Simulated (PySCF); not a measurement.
CHFSe.
SMILES: `FC=[Se]`

Theory: PBE0-D3(BJ)/def2-SVP geometry optimisation, gas phase (PySCF).

Masses are those of the commonest isotopes; rigid-rotor values at the optimised geometry. 

(1) Give the principal moments of inertia and the rotational constants in GHz.

(2) What kind of rotor is it?

(3) What does the inertial defect say?

(4) List the rotational levels J(Ka,Kc) to J = 3 (cm⁻¹).

(5) Which types of transition are allowed, and where do some lines up to J = 5 fall?

(6) Estimate the classical rotational partition function at 50 K and 200 K.

Results:

(1) Ia = 7.23, Ib = 126.95, Ic = 134.18 u·Å²; 505379 MHz·u·Å²/I gives 69893, 3981 and 3766 MHz, that is A = 69.893, B = 3.9809, C = 3.7664 GHz.

(2) A near-prolate asymmetric top: κ = (2 × 3981 − 69893 − 3766)/(69893 − 3766) = -0.99.

(3) Planar: Δ = Ic − Ia − Ib = 0.00 u·Å². For a rigid frame Δ = −2 Σ m c², so it vanishes when all atoms lie in the ab plane; here none is more than 0.01 Å from it.

(4) Above 0(0,0):
J = 1: 1(0,1) 0.2584, 1(1,1) 2.4570, 1(1,0) 2.4642
J = 2: 2(0,2) 0.7753, 2(1,2) 2.9667, 2(1,1) 2.9882, 2(2,1) 9.5839, 2(2,0) 9.5839
J = 3: 3(0,3) 1.5505, 3(1,3) 3.7312, 3(1,2) 3.7742, 3(2,2) 10.3592, 3(2,1) 10.3593, 3(3,1) 21.3700, 3(3,0) 21.3700
Those of J = 1 are B + C, A + C and A + B.

(5) The dipole components are |μa| = 0.62 D, |μb| = 1.23 D, |μc| = 0.00 D; the mirror of this Cs structure is the ab plane, so μc vanishes by symmetry and there are no c-type lines. Intensities carry the squares of the components, which stand as 0.26 : 1.00 (a : b). Some lines, for components of 0.1 D or more:

| type | branch | J(Ka,Kc) | MHz | lower level (cm⁻¹) |
| --- | --- | --- | --- | --- |
| a | Q | 3(1,2) ← 3(1,3) | 1287 | 3.731 |
| a | R | 2(1,1) ← 1(1,0) | 15709 | 2.464 |
| a | R | 3(2,1) ← 2(2,0) | 23244 | 9.584 |
| a | R | 4(1,4) ← 3(1,3) | 30559 | 3.731 |
| b | Q | 1(1,0) ← 1(0,1) | 66126 | 0.258 |
| b | Q | 3(1,2) ← 3(0,3) | 66665 | 1.550 |
| b | R | 2(1,2) ← 1(0,1) | 81192 | 0.258 |
| b | R | 3(1,3) ← 2(0,2) | 88618 | 0.775 |
| b | R | 5(1,5) ← 4(0,4) | 103151 | 2.584 |
| b | Q | 2(2,0) ← 2(1,1) | 197736 | 2.988 |
| b | R | 2(2,1) ← 1(1,0) | 213445 | 2.464 |
| b | Q | 4(3,1) ← 4(2,2) | 330090 | 11.393 |
| b | R | 4(3,2) ← 3(2,1) | 361084 | 10.359 |
| b | R | 4(3,1) ← 3(2,2) | 361087 | 10.359 |
| b | R | 4(4,1) ← 3(3,0) | 493124 | 21.370 |
| b | R | 5(4,1) ← 4(3,2) | 500872 | 22.404 |

(6) Point group Cs, symmetry number σ = 1; q = (√π/σ)·√((kT/h)³/(ABC)), k/h = 20836.6 MHz/K: 1840 at 50 K, 14700 at 200 K.

Not checked by PBE0-D3(BJ)/def2-SVP frequencies. Constants of a rigid frame at the computed geometry: no zero-point averaging, no centrifugal distortion.

Time: 9.9 s; peak memory 0.29 GiB. Hardware: one thread, Arm Neoverse V2 (aarch64), on a shared host. These figures are those of the optimisation.
